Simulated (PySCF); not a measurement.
# Radial density of Dy (dysprosium, neutral)

TPSSh, [Xe] 4f10 5d1 6s1, one real determinant (an excited configuration). Computed with PySCF 2.14 in x2c-TZVPPall with one added diffuse shell each of s, p, d, f type (12s8p8d5f2g, 129 functions), with scalar relativity by spin-free X2C-1e.

```
r (bohr)  4πr²ρ (e/bohr)  4πr²(ρα − ρβ)
  0.0253           78.06         0.0019
  0.0426           95.27         0.0064
  0.0716           116.1         0.0094
   0.120           88.29         0.0856
   0.203           101.3         0.7778
   0.341           45.81         3.2478
   0.573           51.11         4.9185
   0.964           17.23         2.7421
    1.62           7.304         0.7954
    2.73           1.256         0.5222
    4.59          0.3838         0.3678
    7.71         0.05346         0.0534
    13.0       0.0007397         0.0007
```

Densities and radii are taken from the X2C orbitals without a picture-change correction, which distorts them close to the nucleus.

⟨L²⟩ = 40.05 against 72 for a pure L term, so this real determinant mixes terms. Spin-orbit coupling, absent here, splits the open shell strongly.
